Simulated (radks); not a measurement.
Q: Radial electron density D(r) = 4 pi r^2 rho(r) of an atom or ion with 7 electrons. All-electron calculation, Dirac Kohn-Sham, BLYP, spin-unpolarised, spherical densities, finite nucleus; Fermi nuclear charge, rms radius of each element as measured or else 0.836 A^(1/3) + 0.57 fm. Program: a radial shooting solver on a logarithmic mesh with Libxc functionals.

r (bohr),D(r) (e/bohr)
0.02298,1.003
0.02853,1.429
0.03512,1.974
0.04359,2.700
0.05367,3.555
0.06661,4.572
0.08266,5.635
0.1018,6.562
0.1263,7.222
0.1555,7.365
0.193,6.868
0.2376,5.809
0.2949,4.386
0.3661,3.099
0.4507,2.395
0.5594,2.370
0.6887,2.820
0.8547,3.312
1.052,3.402
1.306,2.956
1.621,2.145
1.996,1.324
2.477,0.6683
3.05,0.2889
3.785,0.09853
4.66,0.02760
5.784,0.005429

What is the nuclear charge?

A: Z = 7. The innermost maximum, from 1s, lies near gamma/Z bohr with gamma = sqrt(1 - (Z/c)^2) = 0.999, here 0.143 bohr (found: 0.148), and its height grows with Z. The density is that of neutral nitrogen in [He] 2s2 2p3; the configuration itself is not fixed sharply by these data. D(r) has 2 maxima, at r = 0.148, 0.987 bohr, and minima at 0.504 bohr, inside which lie 2.17 electrons.
